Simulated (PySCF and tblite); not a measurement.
C3H5F2GeN, numbered as in [N:1]#[C:2][C:3]([F:4])([F:5])[CH2:6][GeH3:7].

Conformers came from 60 starts (ETKDG and KDG, UFF, GFN2-xTB); geometries are GFN2-xTB. Energies: PBE0-D3(BJ)/pcSseg-1, with GFN2-xTB thermal terms (modes under about 100 cm⁻¹ blended into free rotors). Symmetry numbers and mirror images are counted. Conformers within 3 kcal/mol (GFN2-xTB free energy) were kept, 9 at most. Couplings: B3LYP/6-31G* with pcJ-1 on H, F (gas phase; spin-dipole term only for pairs with B, N, F, Si or P). Couplings are for ¹⁹F, ¹H; a prime marks the second kind of pair between the same two sets of atoms. H–H couplings come out 0.1 to 0.9 Hz lower than with pcJ-1 on all atoms. Codes: tblite and PySCF.

Torsions listed: F4–C3–C6–Ge7. Of a mirror pair one member is shown.

```csv
conformer,shape,weight %
1,57°,56.9
2,158°,43.1
```

**Question.** Give the couplings in each conformer and the averages at 298.15 K (pairs that fast motion interchanges averaged).

**Answer.** 
```tsv
coupling	pairs	1	2	average (Hz)
³J(F4,H6)	2	0.9	29.9	13.4
³J(F4,H6′)	2	37.9	-0.8	21.2
²J(H6,H6)	1	-15.1	-14.9	-15.0
³J(H6,H7)	6	2.3	2.4	2.3
²J(H7,H7)	3	7.9	7.9	7.9
```

Spin–orbit effects of the heavy atoms on shieldings are missing.

Computed couplings to fluorine can be off by tens of per cent at such levels.

F–F couplings are left out: such levels miss them by tens of Hz and can give the wrong sign.


Conformer gaps in pcSseg-1 on xTB geometries can be 2 kcal/mol off for S=O, P=O and other polar bonds.